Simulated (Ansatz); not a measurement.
Reactions of CH$_{2}$F$_{2}$O (`OC(F)F`).

Computed with Ansatz on PBE0-D4/def2-TZVP structures; ΔE is electronic, products minus reactants. CCSD(T)/CBS is the MP2 limit (def2-TZVPP, def2-QZVPP) plus CCSD(T) − MP2 in def2-TZVPP, frozen cores. This one scheme is used for every species, atoms too. DFT in def2-TZVPP. B3LYP here is the variant with VWN-RPA as its local correlation; programs differ in this. No spin–orbit coupling; open shells (•) take unrestricted orbitals. Spin–orbit coupling would lower the free atoms: a little for C, Cl, F, O. One conformer a species, not always the lowest.

```csv
reaction,CCSD(T)/CBS(def2) (eV)
`OC(F)F` + HCl → `OC(F)Cl` + H–F,0.23
`OC(F)F` + Cl• → `[O]C(F)F`• + HCl,0.71
`OC(F)F` → `F[CH]F`• + `[OH]`•,?
`OC(F)F` + `CC(O)F` → `CC(F)OC(F)F` + H₂O,0.06
`OC(F)F` + H• → `[O]C(F)F`• + H₂,0.61
`OC(F)F` → `[CH]F` + `OF`,?
`OC(F)F` → C• + 2 F• + 2 H• + O•,?
`OC(F)F` → `F[C]F` + H₂O,2.62
`OC(F)F` + HCl → `FC(F)Cl` + H₂O,0.39
`OC(F)F` → H• + `[O]C(F)F`•,5.38
```

Task: Fill in the missing values. (An estimate is asked.)

Result: Ansatz gave: `OC(F)F` → `F[CH]F`• + `[OH]`•: +5.07 eV; `OC(F)F` → `[CH]F` + `OF`: +7.85 eV; `OC(F)F` → C• + 2 F• + 2 H• + O•: +23.96 eV.

Largest T1 diagnostic: 0.018, for `[CH]F`.
